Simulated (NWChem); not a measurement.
System: C5H6; SMILES C=C(C)C#C

Input file for NWChem:

```
start job
memory heap 200 mb stack 900 mb global 1100 mb
geometry units angstroms noautoz
  C     -0.038322    -2.215431     0.000000
  C      0.057021    -1.005181     0.000000
  C      0.114031     0.426886     0.000000
  C      1.295984     1.067063     0.000000
  C     -1.208039     1.144233     0.000000
  H     -0.109184    -3.287428     0.000000
  H      2.239828     0.518182     0.000000
  H      1.338505     2.159309     0.000000
  H     -1.802127     0.865752    -0.884672
  H     -1.802127     0.865752     0.884672
  H     -1.066885     2.233840     0.000000
end
basis spherical
  * library def2-svpd
end
dft
  xc xpbe96 cpbe96
  iterations 150
  vectors input atomic output neutral.movecs
end
task dft energy
charge 1
dft
  odft
  mult 2
  vectors input atomic output cation.movecs
end
task dft energy
charge -1
dft
  odft
  mult 2
  vectors input atomic output anion.movecs
end
task dft energy
```

Parts of the log:

```
             Northwest Computational Chemistry Package (NWChem) 7.3.0
             --------------------------------------------------------

 CS  symmetry detected

                             Geometry "geometry" -> ""
                             -------------------------

 Output coordinates in angstroms (scale by  1.889725989 to convert to a.u.)

  No.       Tag          Charge          X              Y              Z
 ---- ---------------- ---------- -------------- -------------- --------------
    1 C                    6.0000    -0.04480948    -2.21150450     0.00000000
    2 C                    6.0000     0.05222820    -1.00138920     0.00000000
    3 C                    6.0000     0.11124354     0.43059656     0.00000000
    4 C                    6.0000     1.29409185     1.06911778     0.00000000
    5 C                    6.0000    -1.20982063     1.14979422     0.00000000
    6 H                    1.0000    -0.11717258    -3.28340122     0.00000000
    7 H                    1.0000     2.23716630     0.51891561     0.00000000
    8 H                    1.0000     1.33814234     2.16130317     0.00000000
    9 H                    1.0000    -1.80429802     0.87214542    -0.88467200
   10 H                    1.0000    -1.80429802     0.87214542     0.88467200
   11 H                    1.0000    -1.06714093     2.23920248     0.00000000

 Effective nuclear repulsion energy (a.u.)     142.5565244269

      Symmetry information
      --------------------

 Group name             Cs
 Group number              2
 Group order               2
 No. of unique centers    10

  pbe96 is a nonlocal functional; adding pw91lda local functional.

                                 NWChem DFT Module
                                 -----------------

 Summary of "ao basis" -> "ao basis" (spherical)
 ------------------------------------------------------------------------------
       Tag                 Description            Shells   Functions and Types
 ---------------- ------------------------------  ------  ---------------------
 C                         def2-svpd                 8       20   4s2p2d
 H                         def2-svpd                 4        8   2s2p

      Symmetry analysis of basis
      --------------------------

        a'        102
        a"         46

            General Information
            -------------------
          SCF calculation type: DFT
          Wavefunction type:  closed shell.
          No. of atoms     :    11
          No. of electrons :    36
           Alpha electrons :    18
            Beta electrons :    18
          Charge           :     0
          Spin multiplicity:     1
          Use of symmetry is: on ; symmetry adaption is: on
          Maximum number of iterations: 150
          AO basis - number of functions:   148
                     number of shells:    64
          Convergence on energy requested:  1.00D-06
          Convergence on density requested:  1.00D-05
          Convergence on gradient requested:  5.00D-04

              XC Information
              --------------
          PerdewBurkeErnzerhof Exchange Functional  1.000
            Perdew 1991 LDA Correlation Functional  1.000 local
           PerdewBurkeErnz. Correlation Functional  1.000 non-local

             Grid Information
             ----------------
          Grid used for XC integration:  medium
          Radial quadrature: Mura-Knowles
          Angular quadrature: Lebedev.
          Tag              B.-S. Rad. Rad. Pts. Rad. Cut. Ang. Pts.
          ---              ---------- --------- --------- ---------
          C                   0.70       49          12.0       434
          H                   0.35       45          13.0       434
          Grid pruning is: on
          Number of quadrature shells:   470
          Spatial weights used:  Erf1

      Superposition of Atomic Density Guess
      -------------------------------------

 Sum of atomic energies:        -191.12095214

      Non-variational initial energy
      ------------------------------

 Total energy =    -194.202308
 1-e energy   =    -536.610247
 2-e energy   =     199.851414
 HOMO         =      -0.285736
 LUMO         =      -0.034683

      Symmetry analysis of molecular orbitals - initial
      -------------------------------------------------

  Numbering of irreducible representations:

     1 a'          2 a"

  Orbital symmetries:

     1 a'          2 a'          3 a'          4 a'          5 a'
     6 a'          7 a'          8 a'          9 a'         10 a'
    11 a'         12 a'         13 a"         14 a'         15 a'
    16 a"         17 a'         18 a"         19 a"         20 a'
    21 a'         22 a'         23 a'         24 a"         25 a'
    26 a'         27 a'         28 a'

   convergence    iter        energy       DeltaE   RMS-Dens  Diis-err
 ---------------- ----- ----------------- --------- --------- ---------
 d= 0,ls=0.0,diis     1   -193.6075784860 -3.36D+02  3.57D-02  4.53D-01
 d= 0,ls=0.0,diis     2   -193.6392001566 -3.16D-02  6.40D-03  1.24D-01
 d= 0,ls=0.0,diis     3   -193.6275032701  1.17D-02  3.98D-03  2.05D-01
 d= 0,ls=0.0,diis     4   -193.6524252274 -2.49D-02  1.13D-03  1.86D-02
 d= 0,ls=0.0,diis     5   -193.6546888895 -2.26D-03  3.95D-04  1.95D-03
  Resetting Diis
 d= 0,ls=0.0,diis     6   -193.6548254523 -1.37D-04  2.26D-04  7.62D-04
 d= 0,ls=0.0,diis     7   -193.6549426646 -1.17D-04  8.45D-05  4.71D-06
 d= 0,ls=0.0,diis     8   -193.6549393326  3.33D-06  4.04D-05  2.60D-05
 d= 0,ls=0.0,diis     9   -193.6549431312 -3.80D-06  1.35D-05  1.84D-06
 d= 0,ls=0.0,diis    10   -193.6549433561 -2.25D-07  3.08D-06  1.36D-07

         Total DFT energy =     -193.654943356122
      One electron energy =     -541.262075684422
           Coulomb energy =      233.970483328068
    Exchange-Corr. energy =      -28.919875426666
 Nuclear repulsion energy =      142.556524426897

 Numeric. integr. density =       35.999997026469

[...]
```

Level: PBE/def2-SVPD, vertical spin-unrestricted ions. Geometry: optimised at PBE0/def2-SVP.
